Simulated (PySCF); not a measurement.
## Level sweep

H3SiCF3.
SMILES: `FC(F)(F)[SiH3]`

PySCF, dipoles from the SCF density, polarisabilities from static response with core orbitals frozen. Geometry: PBE0-D3(BJ)/def2-SVP; no solvent, vibrations or thermal averaging.

Task: How do dipole and polarisability depend on functional and basis here?

Result: 

```
              level  μ (D)  α (au)  anisotropy (au)
      LDA/def2-SVPD  2.034   47.23             5.97
      PBE/def2-SVPD  1.949   46.49             5.90
    B3LYP/def2-SVPD  2.177   44.37             4.61
     PBE0/def2-SVPD  2.143   44.09             4.67
BHandHLYP/def2-SVPD  2.373   42.14             3.60
CAM-B3LYP/def2-SVPD  2.270   43.81             4.10
  wB97X-D/def2-SVPD  2.181   43.72             4.21
  LC-wPBE/def2-SVPD  2.216   43.28             3.96
       HF/def2-SVPD  2.507   39.71             2.56
        PBE0/6-31G*  1.725   34.04             2.29
      PBE0/def2-SVP  1.942   35.85             0.88
       PBE0/6-31+G*  2.181   39.61             2.70
   PBE0/aug-cc-pVDZ  2.077   44.60             4.83
     PBE0/def2-TZVP  2.021   41.05             3.22
    PBE0/def2-TZVPD  2.063   44.69             4.80
```

The anisotropy is √(½[(α1 − α2)² + (α2 − α3)² + (α3 − α1)²]). The dipole runs from 1.73 D (PBE0/6-31G*) to 2.51 D (HF/def2-SVPD). No reference polarisability is at hand; against PBE0 in the largest diffuse basis at hand (def2-TZVPD) the other PBE0 rows deviate by 6-31G* -24%, def2-SVP -20%, 6-31+G* -11%, def2-SVPD -1%, aug-cc-pVDZ 0%, def2-TZVP -8%. In one basis (def2-SVPD) the functionals order the polarisability from HF (lowest) to LDA (highest), a spread of 19%. With PBE0 the polarisability is 36.98 au without diffuse functions (mean of 6-31G*, def2-SVP and def2-TZVP) and 43.25 au with them (mean of 6-31+G*, def2-SVPD, aug-cc-pVDZ and def2-TZVPD).

Without π bonds the low states are Rydberg-like; a valence basis with one diffuse set may place them up to an eV too high.
